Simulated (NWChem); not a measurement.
# Atomisation of H$_{3}$Ge

```xyz
4

Ge     0.0004     0.0414     0.0000
H     -0.7437    -0.4347     1.2806
H     -0.7437    -0.4347    -1.2806
H      1.4743    -0.4565     0.0000
```
Charge 0, spin multiplicity 2.

The numbers come from NWChem runs, not from measurements. Structure: optimised with UPBE/def2-SVP, a minimum by its harmonic frequencies.

Basis set: def2-TZVP. The atomisation energy is electronic alone: no zero-point, thermal, spin-orbit or counterpoise terms. No value is extrapolated to the basis-set limit. Free atoms are single determinants with multiplicities Ge 3, H 2.

The Hamiltonian is non-relativistic. B3LYP has NWChem's definition, with VWN1-RPA local correlation. The structure started from a generated list of species. The unpaired electrons of the parent sit in orbitals of symmetry a' (Cs labels of the run); other states weren't searched. The stability of the SCF solutions was not checked. Open-shell Hartree-Fock references start from PBE0 orbitals.

One of these methods gave an atomisation energy of 201.6 kcal/mol. Which?
A) PBE0
B) B3LYP
C) CAM-B3LYP
D) HF

A, PBE0. The others give 155.3 (HF), 206.8 (CAM-B3LYP), 205.0 (B3LYP).
